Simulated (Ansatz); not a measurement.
`C=C[C](=C)[AlH2]` and `C=[C]([AlH2])[SiH2]S` differ in one atom or group.

Ansatz, PBE0-D4/def2-TZVP geometries, multiplicity 1. Each molecule was computed in one conformer, which needn't be the lowest.

```tsv
property	`C=C[C](=C)[AlH2]`
size of the dipole moment (PBE/def2-TZVPP) / D	0.75
HOMO energy (PBE/def2-TZVPP) / eV	-6.01
HOMO energy (ωB97M-V/def2-TZVPP) / eV	-9.04
HOMO–LUMO gap (PBE/def2-TZVPP) / eV	3.56
LUMO energy (PBE/def2-TZVPP) / eV	-2.45
size of the dipole moment (ωB97M-V/def2-TZVPP) / D	0.70
```

Task: What does the change do to each property? (Estimate.)

Result: The calculation gave: 
| property | `C=[C]([AlH2])[SiH2]S` | shift |
| --- | --- | --- |
| size of the dipole moment (PBE/def2-TZVPP) / D | 2.62 | 1.87 |
| HOMO energy (PBE/def2-TZVPP) / eV | -6.06 | -0.05 |
| HOMO energy (ωB97M-V/def2-TZVPP) / eV | -9.38 | -0.34 |
| HOMO–LUMO gap (PBE/def2-TZVPP) / eV | 3.96 | 0.40 |
| LUMO energy (PBE/def2-TZVPP) / eV | -2.10 | 0.35 |
| size of the dipole moment (ωB97M-V/def2-TZVPP) / D | 2.75 | 2.05 |

With PBE0 the HOMO falls by 0.29 eV and the LUMO rises by 0.44 eV, so the gap widens by about 0.73 eV. PBE moves the HOMO by -0.05 eV and ωB97M-V by -0.34 eV. Dipoles are sizes alone; their direction can turn.
